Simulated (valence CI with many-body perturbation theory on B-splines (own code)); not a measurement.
E1 line list for Tl⁶⁷⁺

Computed by valence CI with perturbative core correlation (CI+MBPT): four valence electrons over a frozen Dirac-Fock core [Ne], radial functions for each j: 11 s, 11 p, 10 d, 8 f, 5 g, 2 h, with the one-electron correlation potential Σ1, the two-electron term Σ2, the three-electron term Σ3, Breit, model QED; selected CI, second order for the rest, scaled by the run's own slope (own B-spline code, finite nucleus).

The last digits are not significant, and no measured levels were compared; by estimate large intervals hold to a few tenths of a per cent, small ones and those within an open d or f shell to about a per cent. Among the levels kept, up to 580 cm⁻¹ of a level comes from second order outside the variational space, and about a tenth of that is noise between levels of different J, which matters for small intervals.

Lines 201 to 250 of 544 in falling wavelength, among levels below 19548 × 10³ cm⁻¹, chosen from the strongest by gf and those to the six lowest levels. Wavelengths and rates use the calculated energies. Electric multipoles are in the length gauge, E1 and E2 with the static RPA response of the core. Weak lines are less certain than strong ones. Lines between different terms over intervals too small for the method are left out, as are lines whose strength nearly cancels. The highest levels of a list are the least certain.

Levels are named by their leading jj configuration (3d3/2^4 stands for four electrons in 3d with j = 3/2), which in mixed levels can hold well under half, so a name can repeat and another be missing. Letters in brackets count levels of one name in rising energy.

```csv
λ vac (nm),Upper,Lower,A (s⁻¹),S (a.u.)
3.056,(3s 3p1/2 3p3/2 3d5/2) J=4 [c],(3s 3p1/2 3p3/2^2) J=3,3.48e+11,4.41e-02
3.045,(3s^2 3d5/2^2) J=2,(3s^2 3p3/2 3d5/2) J=2,6.89e+11,4.80e-02
3.045,(3s 3p1/2 3p3/2 3d5/2) J=3 [b],(3s 3p1/2 3p3/2^2) J=2 [a],1.33e+11,1.30e-02
3.042,(3s^2 3d5/2^2) J=4,(3s^2 3p3/2 3d5/2) J=4,2.61e+11,3.26e-02
3.042,(3p1/2^2 3d3/2 3d5/2) J=2,(3p1/2^2 3p3/2 3d3/2) J=2,1.04e+11,7.24e-03
3.038,(3s 3p1/2^2 3d5/2) J=2,(3s 3p1/2^2 3p3/2) J=2,7.24e+10,5.02e-03
3.035,(3s 3p3/2^2 3d5/2) J=3 [c],(3s 3p3/2^3) J=2,8.01e+11,7.74e-02
3.030,(3s 3p3/2^2 3d5/2) J=2 [b],(3s 3p3/2^3) J=2,2.54e+11,1.74e-02
3.010,(3s 3p1/2 3d5/2^2) J=3 [a],(3s 3p1/2 3p3/2 3d5/2) J=3 [a],1.26e+11,1.19e-02
3.009,(3s 3p1/2 3d5/2^2) J=1 [a],(3s 3p1/2 3p3/2 3d5/2) J=1 [a],2.83e+11,1.14e-02
2.993,(3s 3p1/2 3d5/2^2) J=4 [a],(3s 3p1/2 3p3/2 3d5/2) J=4 [a],2.56e+11,3.04e-02
2.991,(3s 3p1/2 3d3/2 3d5/2) J=3 [b],(3s 3p1/2 3p3/2 3d3/2) J=3 [a],9.00e+10,8.32e-03
2.926,(3s 3p1/2 3p3/2 3d5/2) J=3 [c],(3s 3p1/2 3p3/2^2) J=2 [a],1.59e+11,1.38e-02
1.783,(3s 3p3/2^2 3d5/2) J=4 [a],(3s^2 3p3/2 3d5/2) J=3,7.00e+11,1.76e-02
1.747,(3s 3p3/2^2 3d5/2) J=0,(3s^2 3p3/2 3d5/2) J=1,1.55e+12,4.09e-03
1.742,(3s 3p1/2 3p3/2 3d3/2) J=2 [a],(3s^2 3p1/2 3d3/2) J=2,4.58e+10,5.98e-04
1.730,(3s 3p3/2^2 3d3/2) J=1 [a],(3s^2 3p3/2 3d3/2) J=0,6.45e+11,4.94e-03
1.728,(3s 3p1/2 3p3/2^2) J=2 [a],(3s^2 3p1/2 3p3/2) J=2,2.82e+10,3.59e-04
1.727,(3s 3p3/2^2 3d3/2) J=1 [a],(3s^2 3p3/2 3d3/2) J=1,4.85e+11,3.70e-03
1.724,(3s 3p3/2^2 3d3/2) J=3 [a],(3s^2 3p3/2 3d3/2) J=2,1.01e+12,1.79e-02
1.723,(3s 3p1/2 3p3/2 3d5/2) J=2 [a],(3s^2 3p1/2 3d5/2) J=2,5.23e+11,6.59e-03
1.720,(3s 3p3/2^2 3d3/2) J=2 [a],(3s^2 3p3/2 3d3/2) J=1,8.47e+11,1.06e-02
1.718,(3s 3p1/2 3p3/2 3d3/2) J=1 [a],(3s^2 3p1/2 3d3/2) J=2,4.45e+10,3.34e-04
1.707,(3s 3p3/2^2 3d5/2) J=5,(3s^2 3p3/2 3d5/2) J=4,1.27e+12,3.41e-02
1.704,(3s 3p1/2 3p3/2^2) J=2 [a],(3s^2 3p1/2 3p3/2) J=1,1.09e+12,1.33e-02
1.703,(3s 3p1/2 3p3/2 3d3/2) J=3 [a],(3s^2 3p1/2 3d3/2) J=2,4.20e+10,7.18e-04
1.700,(3p1/2 3p3/2^2 3d3/2) J=2 [b],(3s 3p1/2 3p3/2 3d3/2) J=1 [d],4.30e+11,5.22e-03
1.700,(3p1/2 3p3/2^2 3d3/2) J=1 [b],(3s 3p1/2 3p3/2 3d3/2) J=0 [b],5.37e+11,3.90e-03
1.698,(3p1/2 3p3/2^2 3d3/2) J=1 [a],(3s 3p1/2 3p3/2 3d3/2) J=1 [c],1.44e+12,1.04e-02
1.696,(3s 3p3/2^2 3d5/2) J=4 [a],(3s^2 3p3/2 3d5/2) J=4,9.92e+11,2.15e-02
1.692,(3s 3p1/2 3p3/2 3d3/2) J=2 [a],(3s 3p1/2^2 3p3/2) J=1,3.83e+11,4.58e-03
1.689,(3p1/2 3p3/2^2 3d3/2) J=1 [b],(3s 3p1/2 3p3/2 3d3/2) J=1 [d],5.71e+11,4.07e-03
1.689,(3s 3p3/2^2 3d3/2) J=4,(3s^2 3p3/2 3d3/2) J=3,2.24e+12,4.79e-02
1.684,(3p1/2^2 3p3/2^2) J=2,(3s^2 3p1/2 3d3/2) J=2,1.06e+11,1.25e-03
1.684,(3p1/2 3p3/2^2 3d3/2) J=0,(3s 3p1/2 3p3/2 3d3/2) J=1 [c],3.95e+12,9.32e-03
1.684,(3p1/2 3p3/2^2 3d3/2) J=1 [a],(3s 3p1/2 3p3/2 3d3/2) J=1 [b],6.70e+11,4.74e-03
1.683,(3p1/2 3p3/2^2 3d3/2) J=2 [c],(3s 3p1/2 3p3/2 3d3/2) J=1 [d],1.09e+12,1.28e-02
1.679,(3p1/2 3p3/2^2 3d3/2) J=3 [b],(3s 3p1/2 3p3/2 3d3/2) J=2 [d],3.30e+12,5.40e-02
1.678,(3s 3p3/2^2 3d5/2) J=2 [a],(3s^2 3p3/2 3d5/2) J=1,4.69e+11,5.48e-03
1.678,(3s 3p1/2 3p3/2^2) J=3,(3s^2 3p1/2 3p3/2) J=2,7.71e+11,1.26e-02
1.676,(3s 3p1/2 3p3/2 3d3/2) J=0 [a],(3s 3p1/2^2 3p3/2) J=1,1.10e+11,2.56e-04
1.675,(3s 3p1/2 3p3/2 3d5/2) J=3 [b],(3s^2 3p1/2 3d5/2) J=3,5.61e+11,9.10e-03
1.675,(3p1/2 3p3/2^2 3d3/2) J=3 [a],(3s 3p1/2 3p3/2 3d3/2) J=3 [c],5.18e+11,8.41e-03
1.673,(3p1/2 3p3/2^2 3d3/2) J=3 [a],(3s 3p1/2 3p3/2 3d3/2) J=2 [c],3.26e+11,5.27e-03
1.667,(3p1/2 3p3/2^2 3d3/2) J=2 [a],(3s 3p1/2 3p3/2 3d3/2) J=2 [b],1.62e+12,1.85e-02
1.666,(3p1/2 3p3/2^2 3d3/2) J=4,(3s 3p1/2 3p3/2 3d3/2) J=3 [c],2.37e+12,4.87e-02
1.666,(3s 3p1/2 3p3/2 3d5/2) J=4 [b],(3s^2 3p1/2 3d5/2) J=3,2.78e+11,5.70e-03
1.660,(3p1/2 3p3/2^3) J=1,(3s 3p1/2 3p3/2^2) J=1 [b],3.78e+12,2.56e-02
1.658,(3p1/2^2 3p3/2 3d5/2) J=2,(3s 3p1/2^2 3d5/2) J=2,9.90e+11,1.11e-02
1.656,(3s 3p1/2 3p3/2 3d5/2) J=2 [b],(3s^2 3p1/2 3d5/2) J=3,6.55e+11,7.34e-03
```
